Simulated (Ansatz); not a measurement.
Br2HSb, SMILES `[Br][SbH][Br]`, relaxed with RKS PBE-D4/def2-SVP in Ansatz 0.2.0 from a rough embedded geometry. The force threshold is 0.03 eV/Å; the program also tests the step.

Total charge 0; spin multiplicity 1. Sb: def2 effective core potential.

Start:

```xyz
4

Br    0.077   -1.895   -0.831
Sb    0.013   -0.127    0.963
Br   -1.539    1.280   -0.480
H     1.449    0.742    0.347
```

(1) By how much does the energy fall, and how many steps does the optimiser take? (An estimate is asked.)

(2) Which bonds change most? (Estimate.)

(3) Give the relaxed structure. (An estimate is asked.)

Results:

(1) Computed: 0.10 eV, in 4 steps.

(2) Ansatz gave: Sb2–H4 from 1.789 to 1.744 Å; Br1–Sb2 from 2.519 to 2.551 Å; Sb2–Br3 from 2.544 to 2.551 Å.

(3) Computed: 
```xyz
4

Br    0.227   -2.029   -0.792
Sb   -0.042   -0.121    0.880
Br   -1.580    1.462   -0.399
H     1.395    0.687    0.311
```
